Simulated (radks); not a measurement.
Question: These are the eigenvalues of the occupied orbitals of an atom or ion with whole-number occupations (eV). Method: Dirac Kohn-Sham, PBEsol, spin-unpolarised, spherical densities, finite nucleus; Fermi nuclear charge, rms radius of each element as measured or else 0.836 A^(1/3) + 0.57 fm; computed with a radial shooting solver on a logarithmic mesh with Libxc functionals.

| orbital | eigenvalue |
|---|---|
| 1s1/2 | -412.9831 |
| 2s1/2 | -40.7145 |
| 2p1/2 | -29.1079 |
| 3s1/2 | -8.4663 |

Which element is it, and in what charge state? The configuration may be excited. Open shells, if any, fill j = l - 1/2 first.

Answer: Z = 7, nitrogen, charge +1: N+ in [He] 2s1 2p2 3s1. The list shows which subshells hold electrons but not how many an open one holds; the 1s level, -15.177 hartree, gives Z - s = 5.5 by -(Z - s)^2/2, which with screening and relativity narrows Z to a few neighbours, and the depths of the outer levels then fix element, charge and occupations together.
